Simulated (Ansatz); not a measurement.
Species: Si2H, net charge -1, singlet state. It need not be the lowest isomer of its formula. Whether it binds its extra electron was not tested at this geometry. 
Geometry from a B3LYP-D3(BJ)/def2-TZVP (Ansatz, a program for electronic structure) optimisation:
```xyz
3

Si     0.0000     0.0000    -1.1290
Si     0.0000     0.0000     0.9534
H      0.0000     0.0000     2.4583
```
Charge -1, spin multiplicity 1.

Basis-set convergence of Hartree-Fock and CCSD(T) correlation energies (hartree) with Ansatz. Correlated levels leave the core frozen unless marked. No spin-orbit coupling. Non-relativistic.

The Hartree-Fock reference is unstable (checked in the largest basis), which strains HF and MP2. 

```json
[
 {"basis": "def2-SVPD", "functions": "56", "E(HF)": "-578.16336", "E(corr, CCSD(T))": "-0.25115"},
 {"basis": "def2-TZVPPD", "functions": "113", "E(HF)": "-578.36635", "E(corr, CCSD(T))": "-0.28774"},
 {"basis": "def2-QZVPPD", "functions": "185", "E(HF)": "-578.38514", "E(corr, CCSD(T))": "-0.29967"}
]
```

Extrapolating the two largest sets (X = 3 and 4) as X^-3: E(corr) = (64·(-0.29967) - 27·(-0.28774))/37 = -0.3084 Eh, an estimate of the basis-set limit. The largest set recovers 97.2 % of it, the smallest 81.4 %.
